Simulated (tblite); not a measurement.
Isomers of [C6H9FO]+ (charge +1 and doublet state). Computed values, GFN2-xTB/tblite, gas phase, harmonic and unscaled. This tight-binding method is rough: wavenumbers can miss measured ones by several per cent, in bad cases by 10 to 20. One conformer each. Open shells enter through the occupations alone, without spin polarisation, and single modes of such species can be off by tens of per cent.

Electronic energies: GFN2-xTB at the same geometries; isomer energies are rough at this level and their order can be wrong.

```
                        SMILES  electronic energy, lowest = 0 (kcal/mol)
      [CH2+][C]1CC[C@@H](F)CO1                                       0.0
            C[C](CF)[C+](C)C=O                                      22.9
              F[CH+][C]1CCOCC1                                       3.4
[CH2+][C]1C[C@@H](O)[C@H](F)C1                                      10.8
```

How do GFN2-xTB zero-point energies change the relative energies?

| SMILES | ZPE (kcal/mol) | of it from modes above 1550 cm⁻¹ | electronic (kcal/mol) | with ZPE, lowest = 0 (kcal/mol) | lowest mode (cm⁻¹) | rings |
| --- | --- | --- | --- | --- | --- | --- |
| [CH2+][C]1CC[C@@H](F)CO1 | 84.9 | 38.5 | 0.0 | 0.0 | 56 | 1 |
| F[CH+][C]1CCOCC1 | 85.9 | 40.6 | 3.4 | 4.4 | 74 | 1 |
| [CH2+][C]1C[C@@H](O)[C@H](F)C1 | 83.4 | 41.1 | 10.8 | 9.3 | 67 | 1 |
| C[C](CF)[C+](C)C=O | 82.0 | 40.3 | 22.9 | 19.9 | 54 | 0 |

The zero-point energies span 3.9 kcal/mol, from `C[C](CF)[C+](C)C=O` to `F[CH+][C]1CCOCC1`. The order is unchanged.

What do entropy and thermal enthalpy add at 298.15 K and 1 bar (rigid rotor, harmonic oscillator, one conformer each)?

| SMILES | point group | symmetry number | S (cal/(mol K)) | H − H(0) (kcal/mol) | ZPE + H − H(0) − TS (kcal/mol) |
| --- | --- | --- | --- | --- | --- |
| [CH2+][C]1CC[C@@H](F)CO1 | C1 | 1 | 87.7 | 5.47 | 64.3 |
| F[CH+][C]1CCOCC1 | C1 | 1 | 87.3 | 5.40 | 65.3 |
| [CH2+][C]1C[C@@H](O)[C@H](F)C1 | C1 | 1 | 90.2 | 5.78 | 62.3 |
| C[C](CF)[C+](C)C=O | C1 | 1 | 99.3 | 6.84 | 59.2 |

S holds R ln(2S + 1) for the spin.
